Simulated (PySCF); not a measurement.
# First-order multiplets

Bonds (- single, = double, # triple, : aromatic): C1=C2, C2-C3, C2-C4, C4=C5, C5-C6, C6-F7. C1 carries H8, H9; C3 carries H10, H11, H12; C4 carries H13; C5 carries H14; C6 carries H15, H16. Stereochemistry as in C=C(C)/C=C/CF. H9 is cis to C3; H8 is trans to C3.

Level of theory: B97-2/pcSseg-1 with gauge-including orbitals, J couplings at B3LYP/pcJ-1 (spin–dipole term only in couplings to heteroatoms), geometry: PBE0-D3(BJ)/def2-SVP, in PySCF 2.14.0 with density-fitted response routines (non-relativistic Hamiltonian, in vacuum, fast rotation and ring inversion assumed for equivalent nuclei, one conformer).

References, each an isolated molecule treated in the same way: CFCl3 for 19F (σ = 178.12 ppm); 1H (σ = 31.38 ppm) vs TMS.

Spectrometer: 800 MHz for 1H. First-order analysis; couplings under 1 Hz (under 4 Hz in carbon signals) are ignored, and nearly equal couplings are merged; the smaller ones broaden or split the lines further.

**Question.** What pattern does F7 show (19F)?

**Answer.** A triplet of doublets of doublets at δ -250.4: 54.1 Hz to H15/H16 (2 × 1H, 2 bonds away), 24.9 Hz to H14 (1 × 1H, 3 bonds away), 1.3 Hz to H13 (1 × 1H, 4 bonds away). Lines in Hz from the centre (relative intensity): +67.2 (1), +65.9 (1), +42.3 (1), +41.0 (1), +13.1 (2), +11.8 (2), -11.8 (2), -13.1 (2), -41.0 (1), -42.3 (1), -65.9 (1), -67.2 (1). The outer lines are 134.4 Hz apart, the sum of the couplings kept, or 0.179 ppm at this field.

**Question.** What pattern does H8 show (1H)?

**Answer.** A septet at δ 5.26: 1.7 Hz to H9 and H15/H16 and H10/H11/H12 (6 × 1H, 2 or 4 or 6 bonds away). Lines in Hz from the centre (relative intensity): +5.1 (1), +3.4 (6), +1.7 (15), +0.0 (20), -1.7 (15), -3.4 (6), -5.1 (1). The outer lines are 10.2 Hz apart, the sum of the couplings kept, or 0.013 ppm at this field.

**Question.** What pattern does H10/H11/H12 show (1H)?

**Answer.** A triplet at δ 1.85: 1.6 Hz to H9 and H8 (2 × 1H, 4 bonds away). Lines in Hz from the centre (relative intensity): +1.6 (1), +0.0 (2), -1.6 (1). The outer lines are 3.2 Hz apart, the sum of the couplings kept, or 0.004 ppm at this field.

**Question.** What pattern does H13 show (1H)?

**Answer.** A doublet of triplets of doublets at δ 6.63: 17.0 Hz to H14 (1 × 1H, 3 bonds away), 3.4 Hz to H15/H16 (2 × 1H, 4 bonds away), 1.3 Hz to F7 (1 × 19F, 4 bonds away). Lines in Hz from the centre (relative intensity): +12.6 (1), +11.2 (1), +9.2 (2), +7.8 (2), +5.8 (1), +4.5 (1), -4.5 (1), -5.8 (1), -7.8 (2), -9.2 (2), -11.2 (1), -12.6 (1). The outer lines are 25.1 Hz apart, the sum of the couplings kept, or 0.031 ppm at this field.

Unscaled 3J(H,H) at this level run about 10 % above measured values. Couplings across =CH–CH2 type bonds come from one rotamer and its mirror image, and can be 1–2 Hz further off. Only one conformer was computed, so three-bond couplings in flexible chains and rings are approximate.
